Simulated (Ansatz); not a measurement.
As₂S₂. Charge 0, multiplicity 3. Geometry r2SCAN-D4/def2-SVP; atoms count from 1.

```xyz
4

As   -0.026    1.459    0.425
As   -0.441   -1.286   -0.679
S    -0.631   -0.487    1.448
S     1.098    0.314   -1.194
```

At PBE0-D4/def2-TZVP a singlet of charge 0 lies 0.90 eV below the triplet, each at its own geometry. The structure comes from a short search, and lower isomers may exist.

(1) Estimate the Mulliken populations from the PBE0/def2-TZVP orbitals of Ansatz.

(2) Where does the spin sit?

(3) And the Mayer bond orders between bonded heavy atoms (over 0.3)?

## Answers

(1) 
```csv
atom,charge (e),spin (α − β)
As1,0.28,0.87
As2,0.28,0.87
S3,-0.28,0.13
S4,-0.28,0.13
```
Mulliken values and Mayer orders depend strongly on the basis.

(2) Summed by element: As 1.73, S 0.27, of 2 unpaired in all. Largest on single atoms: As1 0.87, As2 0.87, S3 0.13.

(3) As1–S3 1.08 (2.28 Å); As1–S4 1.08 (2.28 Å); As2–S3 1.08 (2.28 Å); As2–S4 1.08 (2.28 Å).
